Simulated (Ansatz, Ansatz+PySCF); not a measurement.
```tsv
atom	x (Å)	y (Å)	z (Å)
C	-0.0097	0.0227	-0.7581
C	0.0072	-0.0235	0.7665
O	0.0038	1.0573	-1.3634
O	0.0017	-1.0642	1.3672
H	0.0028	-0.9767	-1.2434
H	-0.0011	0.9897	1.2497
```

Basis set: def2-SVP (spherical functions). Correlated methods keep 4 orbitals frozen. Charge 0, multiplicity 1.

Computed with Ansatz (development build ahead of 0.2.0); each method stands on the lowest determinant of its kind that the runs found. Restricted open shells among the atoms or ions are ROHF, correlated in semicanonical orbitals with singles.

The atomization energy at this shape (free ground-state atoms in the same class of orbitals less the molecule, no zero-point energy) of singlet C₂H₂O₂:

```csv
method,atomization energy
RHF-MP2,2613.8 kJ/mol
UHF-MP2,2586.5 kJ/mol
UHF,1795.6 kJ/mol
RHF,1842.8 kJ/mol
```

Task: What does RHF-CCSD(T) give?

Result: 2529.3 kJ/mol. Caution for UHF-MP2: another reference gives a lower total. Caution for UHF-MP2, UHF: the unrestricted determinant is spin contaminated.
